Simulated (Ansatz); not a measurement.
Cost against result

The pair of Cu⁺ (SMILES [Cu+], atom 1) and SO2 (SMILES O=S=O, atoms 2–4), both closed shells, in one local arrangement (a lower one may exist), relaxed at PBE0-D4/def2-TZVP:

Cu1  (-0.786, -0.526, -1.866)
O2  (-0.505, 0.475, 1.550)
S3  (0.708, 0.231, 0.859)
O4  (0.584, -0.180, -0.543)
(Å)

Interaction energies are counterpoise-corrected; the time is that of the whole pair.

Ansatz 0.2.0; basis: as named in each row; cores frozen in the correlated methods. The 3s and 3p shells of Cu and Zn are frozen; filled d shells are correlated. B3LYP uses VWN-RPA correlation. Extrapolation: Hartree–Fock as exp(−7.88 √X), correlation as X^−2.97.

Times are rough, for one single point on 4 threads of a shared host (Arm Neoverse V1).

The estimate by CCSD(T) at an estimated basis limit (MP2 extrapolated from triple and quadruple zeta, plus CCSD(T) − MP2 in triple zeta) is -138.1 kJ/mol.

| method | basis | time (s) | interaction energy (kJ/mol) | method less estimate |
| --- | --- | --- | --- | --- |
| SPW92 | def2-SVP | under 1 | -204.1 | -66.0 |
| PBE-D4 | def2-SVP | under 1 | -170.5 | -32.5 |
| B3LYP-D4 | 6-31G | under 1 | -198.0 | -60.0 |
| HF | STO-3G | under 1 | -170.9 | -32.8 |
| PBE0-D4 | def2-SVP | under 1 | -152.0 | -14.0 |
| CCSD(T) | def2-SVP | 1 | -120.3 | 17.7 |
| PBE-D4 | def2-TZVPPD | 2 | -166.7 | -28.6 |
| revPBE-D4 | def2-TZVPPD | 2 | -153.8 | -15.7 |
| BLYP-D4 | def2-TZVPPD | 2 | -168.9 | -30.9 |
| HSE06-D4 | def2-TZVPPD | 2 | -147.4 | -9.4 |
| PBE0-D4 | def2-TZVPPD | 3 | -147.9 | -9.8 |
| B3LYP-D4 | def2-TZVPPD | 3 | -155.2 | -17.2 |
| r2SCAN-D4 | def2-TZVPPD | 4 | -169.2 | -31.2 |
| wB97M-V | def2-SVP | 4 | -153.3 | -15.2 |
| B2PLYP | def2-TZVPPD | 6 | -139.9 | -1.9 |
| wB97X-V | def2-TZVPPD | 6 | -143.1 | -5.0 |
| B97M-V | def2-TZVPPD | 7 | -166.8 | -28.8 |
| wB97M-V | def2-TZVPPD | 7 | -143.3 | -5.3 |
| PBE-D4 | STO-3G | 8 | -350.8 | -212.8 |
| MP2 | def2-QZVPPD | 11 | -134.0 | 4.1 |
| CCSD(T) | def2-TZVPPD | 22 | -125.0 | 13.0 |

T1 diagnostic: at most 0.024. The restricted Hartree–Fock reference is unstable towards an unrestricted one at one or more of these structures.
